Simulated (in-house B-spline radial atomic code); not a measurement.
Results of a calculation; reference values are marked as such.
## Extrapolating the RPA correlation energy in partial waves: In3+

All-electron RPA on r2SCAN orbitals from an all-electron radial atomic-structure program (B-spline basis), scalar-relativistic (spin-free one-electron X2C), finite nucleus, configuration [Kr] 4d10. With empty states up to angular momentum L the sums are:

```
L  E_c(L) (hartree)
4         -3.026885
5         -3.277660
6         -3.400841
7         -3.466726
```

For large l each further wave adds A/(l + 1/2)⁴, because the basis must build the cusp where two electrons meet.

Question: Estimate the limit from L = 6 and L = 7.

Answer: Wave 7 adds -0.065885, against a sum of (l + 1/2)⁻⁴ of 3.16049e-04, so A = -208.46. The sum over l > 7 is ζ(4, 8.5) = 6.4602e-04, close to 1/(3 × 8³) = 6.5104e-04. The tail is -0.134673 and the limit -3.60140 hartree.

Question: How good is the estimate?

Answer: A run to L = 11 sums to -3.54581 and extrapolates to -3.57503 hartree, 2.31 millihartree from the run before, so it has not settled and is itself too deep. The estimate differs from that by -26.37 millihartree, while the bare sum at L = 7 misses 108.3 millihartree (3.0 %).
